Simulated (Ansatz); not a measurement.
A nudged elastic band was laid between two geometries of BrH + H5NSi (9 atoms, charge 0, multiplicity 1).

Method: RKS PBE/def2-SVP (Ansatz).

- movable images: 5
- climbing image: yes
- spring: 5.0 eV/Å²
- optimiser: quadratic models (default)
- start path: through a guess of the saddle point
- force threshold: 0.05 eV/Å
- iteration limit: 60
- end points: relaxed

First end point:

```xyz
9
Properties=species:S:1:pos:R:3
Si -0.147 0.269 0.063
N 0.120 -0.159 1.779
H -0.731 -0.356 2.323
H 0.695 0.503 2.316
H 1.210 0.419 -0.554
H -0.921 1.550 -0.116
H -0.915 -0.864 -0.545
Br 1.761 -2.886 1.835
H 0.976 -1.582 1.839
```

Last end point:

```xyz
9
Properties=species:S:1:pos:R:3
Si 0.476 -0.151 -0.319
N -0.238 -0.440 2.358
H -1.152 -0.094 2.684
H 0.471 0.014 2.950
H 0.852 0.012 -1.774
H 0.352 1.231 0.242
H -0.781 -0.964 -0.296
Br 2.267 -1.275 0.494
H -0.200 -1.439 2.601
```

Q: Which bonds break or form, and what moves?

A: Bonds broken: Si1–N2, Br8–H9. Bonds formed: Si1–Br8, N2–H9. BrH + H5NSi becomes BrH3Si + H3N.

Q: What energy profile does the band end with?

A: The forces met the threshold. The highest image is number 2 of 0 to 6, 5.0 kcal/mol above the first end and 10.5 kcal/mol above the last; the last end lies 5.5 kcal/mol below the first. A vibrational analysis at the climbing image gives one clearly imaginary mode, 149i cm⁻¹: a first-order saddle point. The orbitals stay closed-shell, which can raise the energy where a bond breaks towards radicals; this wasn't checked here.

```csv
image,path coordinate (Å),energy (kcal/mol),Si1–N2 (Å),Br8–H9 (Å),Si1–Br8 (Å)
0,0.00,0.0,1.79,1.52,4.09
1,1.07,3.4,1.86,1.81,3.28
2,2.14,5.0,2.01,2.41,2.58
3,2.70,3.8,2.11,2.57,2.46
4,3.27,-0.2,2.25,2.76,2.36
5,3.83,-4.3,2.46,2.98,2.30
6,4.39,-5.5,2.79,3.25,2.27
```

Q: What is the geometry of the highest image?

A: 
```xyz
9
Properties=species:S:1:pos:R:3
Si 0.193 -0.203 0.067
N 0.045 -0.232 2.069
H -0.874 0.088 2.417
H 0.774 0.369 2.483
H 1.323 0.272 -0.803
H -0.601 1.113 0.156
H -0.831 -1.138 -0.498
Br 1.748 -2.163 0.699
H 0.271 -1.212 2.349
```

Q: What are the harmonic wavenumbers there?

A: 149i, 112, 181, 265, 415, 536, 631, 733, 783, 872, 986, 1077, 1189, 1490, 1553, 1972, 2142, 2200, 3212, 3396, 3472 cm⁻¹.

Time of the run: 2.4 min on 2 threads of Arm Neoverse V1, with other jobs on the host, peak memory 0.13 GiB.
